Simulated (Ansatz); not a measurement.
Cartesian coordinates (Å):
SMILES: N#CC[SiH2]O
```xyz
10

N      2.2144     1.3050    -0.4951
C      1.6005     0.4417    -0.0434
C      0.7364    -0.5877     0.4810
Si    -1.0084    -0.3250    -0.2255
O     -1.4906     1.2196     0.0265
H      0.7074    -0.5261     1.5722
H      1.1118    -1.5768     0.2027
H     -0.9542    -0.6781    -1.6669
H     -1.9564    -1.1953     0.5046
H     -0.9608     1.9227    -0.3561
```
Charge 0, spin multiplicity 1.

Calculation: Ansatz (a quantum-chemistry and plane-wave program) with frozen-core CCSD(T)/def2-TZVPP // PBE0-D4/def2-TZVP.

```
Property                       Result
----------------------  -------------
HF energy               -497.04066 Ha
MP2 correlation energy    -0.86910 Ha
```

**Question.** Estimate the CCSD correlation energy, the (T) correction, the total energy and the T1 diagnostic.

**Answer.** 
```yaml
CCSD correlation energy: -0.89640 Ha
"(T) correction": -0.03865 Ha
CCSD(T) total energy: -497.97571 Ha
T1 diagnostic: 0.012
```
